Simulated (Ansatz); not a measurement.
`[CH3][GeH]([SiH3])[Cl]` + H₂ → `[SiH3][GeH2][Cl]` + CH₄ at 700 K and 1 bar (hydrogenolysis of a Ge–C bond).

Program: Ansatz. Geometries: PBE0-D4/def2-TZVP. ΔE: electronic, gas phase. CCSD(T)/CBS is the MP2 limit (def2-TZVPP, def2-QZVPP) plus CCSD(T) − MP2 in def2-TZVPP, frozen cores. This one scheme is used for every species. For Ge outer-core shells are correlated without core-valence functions, which leaves a few kJ/mol of doubt a bond. Scalar relativity is left out up to krypton.

```
                 species  CCSD(T)/CBS energy (Eh)  H − E (kJ/mol)  S (J/(mol·K))
`[CH3][GeH]([SiH3])[Cl]`              -2867.28258           272.3          505.7
                      H₂                 -1.17544            46.8          155.3
      `[SiH3][GeH2][Cl]`              -2828.00643           176.5          436.1
                     CH₄                -40.46206           145.9          224.0
```

H − E and S are ideal-gas, rigid-rotor, harmonic terms from PBE0-D4/def2-TZVP, for one conformer and one mirror image of each species. The MP2-based limit puts H₂ 0.8 mEh under its directly extrapolated value; such offsets cancel only in part. 1 Eh = 2625.50 kJ/mol, R = 8.31446 J/(mol·K).

Task: By hand: ΔE, ΔH, ΔS and ΔG.

Result: ΔE = (-2828.00643) + (-40.46206) − (-2867.28258) − (-1.17544) = -0.01047 Eh = -27.5 kJ/mol. Δ(H − E) = 176.5 + 145.9 − 272.3 − 46.8 = 3.3, so ΔH = -24.2 kJ/mol. ΔS = 436.1 + 224.0 − 505.7 − 155.3 = -0.9 J/(mol·K). ΔG = -24.2 − 700 × (-0.9)/1000 = -23.6 kJ/mol.

Task: By hand: the equilibrium constant, and the temperature at which ΔG would vanish if ΔH and ΔS stayed fixed.

Result: log₁₀ K = −ΔG/(RT ln 10) = 1.8. ΔG = 0 at ΔH/ΔS = 26889 K, far beyond where these terms or the molecules hold.

The number of gas molecules stays the same, so ΔS is small and ΔH decides. A doubt of 5 kJ/mol in ΔE shifts log₁₀ K by 0.4 here. Other conformers and mirror images would add mixing entropy, several J/(mol·K) or more a flexible species. These are equilibria of isolated gas molecules and say nothing of rates. Largest T1 diagnostic: 0.011 (customary marks: 0.02 for closed shells, 0.045 for open ones).
